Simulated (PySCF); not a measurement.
Run record for `C=C(C)B(C)C`: PBE0/STO-3G, TDA, 1 singlet.

Method: TDA PBE0/STO-3G, vertical, gas phase, core orbitals frozen in the response (PySCF 2.14.0, density-fitted response routines). Geometry: GFN2-xTB. A driver script takes a list of jobs; this job's settings line and coordinates (Å) are shown.

Command:
```bash
OMP_NUM_THREADS=1 python probes_run.py task.json out
```

Input:
```
{"job": {"kind": "uv", "xc": "PBE0", "basis": "STO-3G", "nstates": 1, "ntriplets": 5, "tda": true}, "charge": 0, "multiplicity": 1}
C     -1.586525    -0.653989    -1.097403
C     -0.893051    -0.006030    -0.158229
C     -1.640577     0.860805     0.821075
B      0.666644    -0.119286    -0.043239
C      1.419412     0.675944     1.093691
C      1.476569    -1.022426    -1.055619
H     -2.661645    -0.578303    -1.179665
H     -1.109157    -1.287632    -1.825450
H     -1.465348     0.516954     1.839233
H     -2.711427     0.845472     0.627905
H     -1.290728     1.889926     0.757171
H      1.230599     1.745796     1.010424
H      1.053930     0.388795     2.079199
H      2.497514     0.534679     1.092467
H      2.549578    -1.019749    -0.879301
H      1.141837    -2.057866    -1.008459
H      1.315378    -0.701059    -2.083709
```

Problem. What does the run print?

Solution. 
```
coarse grid: 13336 points
cycle   1  E = -219.0664580140  dE =  3.849e-01  |g| = 2.935e-01  |ddm| = 4.881e+00
cycle   2  E = -219.0770272079  dE = -1.057e-02  |g| = 2.372e-01  |ddm| = 6.943e-01
cycle   3  E = -219.0930252893  dE = -1.600e-02  |g| = 6.846e-02  |ddm| = 3.397e-01
cycle   4  E = -219.0944248974  dE = -1.400e-03  |g| = 1.519e-02  |ddm| = 9.706e-02
cycle   5  E = -219.0944946908  dE = -6.979e-05  |g| = 2.406e-03  |ddm| = 2.029e-02
cycle   6  E = -219.0944967830  dE = -2.092e-06  |g| = 1.379e-04  |ddm| = 3.724e-03
final grid: 126344 points
cycle   7  E = -219.0747909308  dE = -1.014e-05  |g| = 3.950e-03  |ddm| = 1.473e-02
cycle   8  E = -219.0747932325  dE = -2.302e-06  |g| = 2.963e-03  |ddm| = 9.097e-03
cycle   9  E = -219.0747959146  dE = -2.682e-06  |g| = 2.283e-04  |ddm| = 3.879e-03
cycle  10  E = -219.0747959284  dE = -1.376e-08  |g| = 9.552e-05  |ddm| = 3.730e-04
cycle  11  E = -219.0747959312  dE = -2.870e-09  |g| = 1.908e-05  |ddm| = 1.368e-04
cycle  12  E = -219.0747959314  dE = -1.160e-10  |g| = 2.132e-06  |ddm| = 2.454e-05
converged SCF energy = -219.0747959314

Static polarisability (au): isotropic 34.730, principal 20.220 36.662 47.309

Singlet excitations
state   eV       nm        f      main configurations
  1   6.3505    195.2   0.00048   H-1->L 0.98

Triplet excitations (Tamm-Dancoff, eV): 3.9811 5.7662 6.0193 8.1035 8.1705
```

The SCF starts on a coarse grid where the log names one; the energy can jump when the final grid takes over, and dE then counts from the start density on the new grid. H and L stand for HOMO and LUMO; the number after each pair is its weight.

Problem. How does the lowest singlet excitation compare with the HOMO–LUMO gap?

Solution. HOMO -5.85 eV and LUMO 1.33 eV give a gap of 7.18 eV; S1 at 6.35 eV lies 0.83 eV below it.

Problem. Give the mean polarisability as a volume in Å³, and the ratio of the largest to the smallest principal value.

Solution. 34.730 au × 0.148185 = 5.15 Å³; 47.309/20.220 = 2.34.

In short: SCF converged in 12 cycles with 41 basis and 648 fitting functions; HOMO -5.85 eV, LUMO 1.33 eV; lowest singlet 6.35 eV; lowest triplet 3.98 eV (Tamm–Dancoff); mean polarisability 34.7 au.

 GFN2-xTB frequencies show an imaginary mode (54i cm⁻¹), so this geometry is no minimum at that level.

Hardware: an Arm Neoverse V2 with one thread, on a shared host. Cost: 6.3 s wall (grids of density and orbitals included), 0.35 GiB resident at most.

Shape of the structure used: `[CH2:1]=[C:2]([CH3:3])[B:4]([CH3:5])[CH3:6]`: C1–C2–B4–C5 180°.
